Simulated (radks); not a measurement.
The numbers below are computed, except where a source is named.
Polarisability of the phosphorus ion P5+, [Ne], at imaginary frequency. Code: a radial shooting solver on a logarithmic mesh with Libxc functionals. Model: non-relativistic Kohn-Sham, PBE, spin-polarised, spherical densities, point nucleus. Response by self-consistent Sternheimer equations with the Hartree and adiabatic LDA kernel.

w (hartree),alpha1(iw) (bohr^3),alpha2(iw) (bohr^5)
0.00266,0.1107,0.05811
0.0143,0.1107,0.05811
0.0360,0.1107,0.05811
0.0697,0.1107,0.05811
0.118,0.1107,0.05810
0.186,0.1106,0.05807
0.280,0.1105,0.05803
0.413,0.1103,0.05792
0.605,0.1098,0.05771
0.892,0.1088,0.05724
1.35,0.1065,0.05617
2.12,0.1010,0.05359
3.59,0.08739,0.04709
6.94,0.05772,0.03221
17.5,0.01870,0.01076

Static values: alpha1 = 0.1107 bohr^3 (0.01640 angstrom^3; uncoupled 0.1230), alpha2 = 0.05811 bohr^5, alpha3 = 0.04984 bohr^7. C6 = 0.06764, C8 = 0.1834, triple-dipole C9 = 0.005465 atomic units. One-pole (London) frequency 4 C6 / (3 alpha1^2) = 7.360 hartree, against 7.343 for minus the highest occupied eigenvalue.
